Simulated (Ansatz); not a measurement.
Input for Ansatz (a program for electronic structure): U-B3LYP/def2-TZVPP on C3H8N (SMILES C[C](C)N), 2S+1 = 2, atoms moved off the minimum.

Ansatz 0.2 input:
```yaml
crystal:
  periodic: [false, false, false]
  atoms:
    - {symbol: C, position_ang: [-1.18571720, -0.86238155, 0.09926747]}
    - {symbol: C, position_ang: [0.00391869, 0.03561616, 0.19867929]}
    - {symbol: C, position_ang: [1.36820116, -0.44036564, -0.11931130]}
    - {symbol: N, position_ang: [-0.17311001, 1.40694006, -0.03358034]}
    - {symbol: H, position_ang: [-1.02084794, -1.79731291, 0.60391169]}
    - {symbol: H, position_ang: [-1.54429131, -1.00159991, -0.86158920]}
    - {symbol: H, position_ang: [-2.03926737, -0.41459423, 0.64966050]}
    - {symbol: H, position_ang: [1.48742303, -1.50021635, 0.26353898]}
    - {symbol: H, position_ang: [2.19821137, 0.13868086, 0.26992966]}
    - {symbol: H, position_ang: [1.52999026, -0.62656297, -1.25177354]}
    - {symbol: H, position_ang: [0.60689593, 1.85064190, -0.54567767]}
    - {symbol: H, position_ang: [-1.05809082, 1.65779349, -0.43592308]}
basis:
  gaussian:
    orbitals: def2-TZVPP
hamiltonian:
  xc: {name: B3LYP}
magnetization: {spin_polarized: true, initial_magnetization: 1}
output: {forces: true}
```

Program output:

```
WARN ansatz: RAYON_NUM_THREADS=4 ignored (pool sized by the plan → 4); use --threads N
Functional definition: B3LYP
integrals: 0.12 GiB planned
1167 factors; their error is unknown
mean field: 1.66 GiB planned
mean field evaluation 1: about -4719.3628 eV, gradient 5.4e1 eV
mean field evaluation 2: about -4706.8336 eV, gradient 7.1e1 eV
mean field evaluation 4: about -4732.1548 eV, gradient 4.0e0 eV
mean field evaluation 8: about -4732.2250 eV, gradient 8.2e-2 eV
mean field evaluation 16: about -4732.2108 eV, gradient 2.6e-4 eV
mean field -4732.21083481 eV, -173.9055405717 hartree, gradient 5.1e-5 eV, S^2 0.753993; 0 other end points of the search recorded, 0 dependent functions left out
the calculation of the forces begins
reference -4732.21110362 eV, -173.9055504503 hartree; 17, 16 occupied and 219, 220 virtual orbitals, 1167 factors
Total energy: -4732.21110362 eV, -173.9055504503 hartree
Atom 0 at    -1.185717    -0.862382     0.099267 Å, force     0.037419     1.330367     2.682804 eV/Å
Atom 1 at     0.003919     0.035616     0.198679 Å, force     0.470045     0.383634    -0.269302 eV/Å
Atom 2 at     1.368201    -0.440366    -0.119311 Å, force     0.107932    -2.847220    -0.952517 eV/Å
Atom 3 at    -0.173110     1.406940    -0.033580 Å, force     0.568726     0.299466    -0.347234 eV/Å
Atom 4 at    -1.020848    -1.797313     0.603912 Å, force     0.234003    -0.569772    -0.070799 eV/Å
Atom 5 at    -1.544291    -1.001600    -0.861589 Å, force    -0.553619    -0.550498    -2.335714 eV/Å
Atom 6 at    -2.039267    -0.414594     0.649660 Å, force     0.324348    -0.024572    -0.157136 eV/Å
Atom 7 at     1.487423    -1.500216     0.263539 Å, force     0.026239     1.109787    -0.101988 eV/Å
Atom 8 at     2.198211     0.138681     0.269930 Å, force    -0.032028     0.309493     0.019433 eV/Å
Atom 9 at     1.529990    -0.626563    -1.251774 Å, force    -0.129244     0.663141     1.157801 eV/Å
Atom 10 at     0.606896     1.850642    -0.545678 Å, force    -0.775222    -0.322429     0.455341 eV/Å
Atom 11 at    -1.058091     1.657793    -0.435923 Å, force    -0.278599     0.218602    -0.080689 eV/Å
Dipole moment:    -0.054333     0.044896    -0.256331 e Å
```

Self-consistency was reached.

Cost: roughly 8 core-seconds.
